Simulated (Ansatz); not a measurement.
A structure relaxed at B3LYP-D4/def2-TZVP in Ansatz, charge 0, singlet:

```
atom   x (Å)   y (Å)   z (Å)
 Se1   0.852   1.016  -0.491
 Se2  -1.370   0.341   0.075
 Te3   0.518  -1.358   0.416
```

Q: Give its formula and point group.

A: TeSe₂. Point group C2v (tolerance 0.1 Å).

Q: Summarise the bond lengths by kind (pairs closer than 1.2 times the sum of covalent radii, bridged metal pairs left out).

A: 2 × Se–Te 2.56 Å; 1 × Se–Se 2.39 Å.

In the def2 sets Te takes a core potential; there is no spin–orbit coupling. The structure comes from a short search, and lower isomers may exist.
